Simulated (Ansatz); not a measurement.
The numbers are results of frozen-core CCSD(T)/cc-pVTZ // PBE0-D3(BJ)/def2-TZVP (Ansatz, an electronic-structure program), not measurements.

Ansatz 0.2 input:
```yaml
crystal:
  periodic: [false, false, false]
  atoms:
    - { symbol: O, position_ang: [-1.319716, 0.186054, -0.939387] }
    - { symbol: Si, position_ang: [0.007848, 0.008382, -0.008782] }
    - { symbol: O, position_ang: [1.27166, -0.747794, -0.709597] }
    - { symbol: O, position_ang: [-0.439352, -0.918639, 1.256415] }
    - { symbol: O, position_ang: [0.518008, 1.51369, 0.357394] }
    - { symbol: H, position_ang: [-1.902698, -0.571756, -1.001059] }
    - { symbol: H, position_ang: [1.827538, -0.213684, -1.278487] }
    - { symbol: H, position_ang: [0.265523, -1.351258, 1.740064] }
    - { symbol: H, position_ang: [-0.162834, 2.170789, 0.507756] }
basis:
  gaussian: { orbitals: cc-pVTZ }
correlation:
  method: ccsd_t
```

Output:

```
Functional definition: HF
1248 factors; integrals over basis functions are off by at most 9.2e-4 eV
mean field evaluation 1: about -16078.1804 eV, gradient 6.0e1 eV
mean field evaluation 2: about -16078.4149 eV, gradient 6.1e1 eV
mean field evaluation 4: about -16084.1879 eV, gradient 2.9e0 eV
mean field evaluation 8: about -16084.2286 eV, gradient 1.2e-1 eV
mean field evaluation 16: about -16082.1494 eV, gradient 3.5e1 eV
mean field -16084.22869261 eV, -591.0845021715 hartree, gradient 2.9e-6 eV, S^2 0.000000; 0 other end points of the search recorded, 0 dependent functions left out
9 core orbitals not correlated
reference -16084.22869261 eV, -591.0845021715 hartree; 16, 16 occupied and 185, 185 virtual orbitals, 1248 factors
second order -29.32532941 eV of doubles, -0.00000000 eV of singles
cycle   1  -28.94264856 eV  change    3.8e-1 eV  update   9.7e-2
cycle   2  -29.50706070 eV  change   -5.6e-1 eV  update   2.6e-2
cycle   3  -29.62821751 eV  change   -1.2e-1 eV  update   1.2e-2
cycle   4  -29.60906801 eV  change    1.9e-2 eV  update   2.3e-3
cycle   5  -29.60874221 eV  change    3.3e-4 eV  update   1.1e-3
cycle   6  -29.60938436 eV  change   -6.4e-4 eV  update   2.8e-4
cycle   7  -29.60920840 eV  change    1.8e-4 eV  update   1.0e-4
cycle   8  -29.60915003 eV  change    5.8e-5 eV  update   2.9e-5
cycle   9  -29.60915220 eV  change   -2.2e-6 eV  update   9.3e-6
perturbative correction -1.01944182 eV, -0.0374637958 hartree
Total energy: -16114.85728663 eV, -592.2100822409 hartree
```

Cost: roughly 6 core-minutes.
